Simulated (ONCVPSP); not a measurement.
# Before and after: ONCV potential for vanadium

vanadium, optimised norm-conserving Vanderbilt (ONCV), made with ONCVPSP 4.0.1 (PBE, scalar-relativistic). Core [Ne], reference 3s2 3p6 3d3 4s1.5 4p0.5. Waves: 3s+4s: rc 1.65 bohr, ncon 3, nbas 6, qcut 5.7 1/bohr, 2 projectors; 3p+4p: rc 1.80 bohr, ncon 3, nbas 8, qcut 7.5 1/bohr, 2 projectors; 3d: rc 1.65 bohr, ncon 3, nbas 7, qcut 9.9 1/bohr, local. Local part: the d channel. Core correction: none.

All-electron outer shells of the reference configuration (PBE, scalar-relativistic, ld1.x):

```tsv
shell	level (eV)	outermost node (bohr)	outermost maximum (bohr)
2s	-603.34	0.09	0.26
2p	-503.87	–	0.21
3s	-70.97	0.38	0.82
3p	-44.77	0.35	0.84
3d	-5.85	–	0.90
4s	-5.14	1.17	2.72
4p	-1.79	1.30	3.59
```

Change: s: qcut 3.7.

Cutoffs: the cutoffs (Ha) at which the residual kinetic energy of the hardest occupied pseudo-wave falls to 1 and 0.1 mHa per electron; they do not see the model core or the augmentation charge, which bear on the density cutoff. Errors are all-electron minus pseudo energies relative to the spin-unpolarised reference configuration.

How do hardness, ghosts and transferability respond?

The potential gets neither clearly harder nor softer (35 Ha and 40 Ha → 35 Ha and 40 Ha); both files keep a bound ghost (s); of the 4 tests that both files solve, the error grows in 0 and shrinks in 1 by more than 15 % and 0.3 meV (median size 0.7 → 0.4 meV); the range in which the s phases agree narrows (upper end at the end of the scan → 1.1).

| quantity | base | changed |
| --- | --- | --- |
| cutoff, loose | 35 Ha | 35 Ha |
| cutoff, tight | 40 Ha | 40 Ha |
| loose cutoff by channel | s 8.5 Ha, p 19 Ha, d 35 Ha | s 13 Ha, p 19 Ha, d 35 Ha |
| bound ghosts | s | s |
| GHOST(+) flags under 300 eV | none | none |
| error for 3s2 3p6 3d3 4s2 4p0, meV [ΔE -1.65 eV] | +0.1 | 0.0 |
| error for 3s2 3p6 3d3 4s1 4p0, meV [ΔE 6.08 eV] | -0.3 | -0.2 |
| error for 3s2 3p6 3d3 4s0 4p0, meV [ΔE 20.38 eV] | -1.1 | -0.6 |
| error for 3s2 3p6 3d3.5 4s1.5 4p0, meV [ΔE -1.60 eV] | -1.5 | -1.5 |
| s: phases at 1.68 bohr within 0.05 rad from the reference energy up to (Ha; the scan ends near 5) | to the end of the scan | 1.1 |
| p: phases at 1.83 bohr within 0.05 rad from the reference energy up to (Ha; the scan ends near 5) | to the end of the scan | to the end of the scan |
| d: phases at 1.68 bohr within 0.05 rad from the reference energy up to (Ha; the scan ends near 5) | 0.9 | 0.9 |

 A true bound ghost makes a file unfit for plane-wave use even where its test errors are small: the radial tests pick states by their node count and pass the ghost by.
